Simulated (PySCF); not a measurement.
AlI$_{3}$, charge -1, doublet, at a GFN2-xTB geometry (such geometries of metal compounds can be far from the true shape) (a state made from the parent by changing its charge; the spin is typed, not shown lowest) (core potentials on I) (in this run its highest filled SCF level lies above zero, so its values depend strongly on the basis, on diffuse functions most of all); REVPBE/def2-SVP (PySCF).

The PySCF input:
```python
from pyscf import gto, scf, dft

mol = gto.M(
    atom='''
Al   -0.00005548   -0.01804802    0.00950175
I    -2.21432464   -1.52782833   -0.06927200
I     0.00722505    2.35047760   -1.23745696
I     2.20711320   -0.81822240    1.30439834
''',
    basis='def2-svp',
    ecp={'I': 'def2-svp'},
    charge=-1,
    spin=1,
    verbose=4,
)

mf = dft.UKS(mol)
mf.xc = 'revpbe'
mf.kernel()
```

Output, abridged:

```
PySCF version 2.14.0

[INPUT] verbose = 4
[INPUT] num. atoms = 4
[INPUT] num. electrons = 89
[INPUT] charge = -1
[INPUT] spin (= nelec alpha-beta = 2S) = 1
[INPUT] symmetry False subgroup None
[INPUT] Mole.unit = angstrom
[INPUT] Symbol           X                Y                Z      unit          X                Y                Z       unit  Magmom
[INPUT]  1 Al    -0.000055480000  -0.018048020000   0.009501750000 AA   -0.000104842005  -0.034105814891   0.017955705204 Bohr   0.0
[INPUT]  2 I     -2.214324640000  -1.527828330000  -0.069272000000 AA   -4.184467120476  -2.887177109052  -0.130905108101 Bohr   0.0
[INPUT]  3 I      0.007225050000   2.350477600000  -1.237456960000 AA    0.013653365736   4.441758925925  -2.338454745337 Bohr   0.0
[INPUT]  4 I      2.207113200000  -0.818222400000   1.304398340000 AA    4.170839473912  -1.546216244984   2.464955619937 Bohr   0.0

nuclear repulsion = 406.337105194658
number of shells = 38
number of NR pGTOs = 219
number of NR cGTOs = 96
basis = def2-svp
ecp = {'I': 'def2-svp'}

******** <class 'pyscf.dft.uks.UKS'> ********
method = UKS
initial guess = minao
damping factor = 0
level_shift factor = 0
DIIS = <class 'pyscf.scf.diis.CDIIS'>
diis_start_cycle = 1
diis_space = 8
diis_damp = 0
SCF conv_tol = 1e-09
SCF conv_tol_grad = None
SCF max_cycles = 50
direct_scf = True
direct_scf_tol = 1e-13
number electrons alpha = 45  beta = 44
XC library pyscf.dft.libxc version 7.1.2
    S. Lehtola, C. Steigemann, M. J. T. Oliveira, and M. A. L. Marques,  SoftwareX 7, 1–5 (2018)
XC functionals = revpbe
    Y. Zhang and W. Yang,  Phys. Rev. Lett. 80, 890 (1998)
    J. P. Perdew, K. Burke, and M. Ernzerhof,  Phys. Rev. Lett. 77, 3865 (1996)
    J. P. Perdew, K. Burke, and M. Ernzerhof,  Phys. Rev. Lett. 78, 1396 (1997)
radial grids:
    Treutler-Ahlrichs [JCP 102, 346 (1995); DOI:10.1063/1.469408] (M4) radial grids

becke partition: Becke, JCP 88, 2547 (1988); DOI:10.1063/1.454033
pruning grids: <function nwchem_prune>
grids dens level: 3
symmetrized grids: False
atomic radii adjust function: <function treutler_atomic_radii_adjust>
small_rho_cutoff = 0
Set gradient conv threshold to 3.16228e-05
tot grids = 85056
init E= -1042.07710464952

cycle= 1 E= -1130.91691222295  delta_E= -88.8  |g|= 3.85  |ddm|= 10.8
cycle= 2 E= -1129.43364440584  delta_E= 1.48  |g|= 3.73  |ddm|= 16.2
cycle= 3 E= -1134.97733867062  delta_E= -5.54  |g|= 0.888  |ddm|= 13.1
cycle= 4 E= -1135.06798974812  delta_E= -0.0907  |g|= 0.926  |ddm|= 3.69
cycle= 5 E= -1135.74400164273  delta_E= -0.676  |g|= 0.0439  |ddm|= 1.42
cycle= 6 E= -1135.74499663391  delta_E= -0.000995  |g|= 0.0195  |ddm|= 0.157
cycle= 7 E= -1135.74536628541  delta_E= -0.00037  |g|= 0.00377  |ddm|= 0.0479
cycle= 8 E= -1135.74537146337  delta_E= -5.18e-06  |g|= 0.00303  |ddm|= 0.0146
cycle= 9 E= -1135.74537940769  delta_E= -7.94e-06  |g|= 0.000398  |ddm|= 0.0078
cycle= 10 E= -1135.74537953187  delta_E= -1.24e-07  |g|= 0.000206  |ddm|= 0.00129
cycle= 11 E= -1135.74537956707  delta_E= -3.52e-08  |g|= 1.83e-05  |ddm|= 0.000446
cycle= 12 E= -1135.74537956732  delta_E= -2.54e-10  |g|= 7.43e-06  |ddm|= 8.61e-05
Extra cycle  E= -1135.74537956719  delta_E= 1.25e-10  |g|= 1.27e-05  |ddm|= 0.000101
converged SCF energy = -1135.74537956719  <S^2> = 0.75416728  2S+1 = 2.0041629
```
